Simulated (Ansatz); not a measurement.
Computed with Ansatz on PBE0-D4/def2-TZVP structures; ΔE is electronic, products minus reactants. CCSD(T)/CBS is the MP2 limit (def2-TZVPP, def2-QZVPP) plus CCSD(T) − MP2 in def2-TZVPP, frozen cores. This one scheme is used for every species. DFT in def2-TZVPP. B3LYP here is the variant with VWN-RPA as its local correlation; programs differ in this.

Consider the formal exchange of groups at a C–F bond: `FC1=C[SiH2][SiH2]1` + CH₄ → `CC1=C[SiH2][SiH2]1` + H–F.

```
             level  ΔE (kJ/mol)  difference from CCSD(T)/CBS
          B3LYP-D4        -18.5                         15.8
           ωB97X-V        -17.4                         16.9
            B2PLYP        -19.8                         14.5
            r2SCAN        -11.7                         22.6
              PBE0        -19.8                         14.5
             B3LYP         -9.7                         24.6
     HF/def2-TZVPP        -15.1                         19.2
    MP2/def2-TZVPP        -41.0                         -6.7
SCS-MP2/def2-TZVPP        -33.4                          0.9
   CCSD/def2-TZVPP        -30.2                          4.1
CCSD(T)/def2-TZVPP        -30.8                          3.5
     HF/def2-QZVPP        -15.1                         19.2
SCS-MP2/def2-QZVPP        -35.6                         -1.3
      HF/CBS(def2)        -15.1                         19.2
     MP2/CBS(def2)        -44.5                        -10.2
    CCSD/CBS(def2)        -33.8                          0.5
       CCSD(T)/CBS        -34.3                            0
```

Largest T1 diagnostic among the species: 0.014.

From PBE to PBE0 (25 % exact exchange), in def2-TZVPP and without D4, ΔE moves by −8.0 kJ/mol. In def2-TZVPP, CCSD(T) changes the Hartree–Fock value by −15.7 kJ/mol (the triples alone add −0.6 kJ/mol) and MP2 by −25.9 kJ/mol. The D4 term adds −8.7 kJ/mol with B3LYP and −5.0 kJ/mol with PBE0; it sums over pairs of atoms, weighted by their polarisabilities, and B3LYP, whose exchange is more repulsive, gets the larger term.
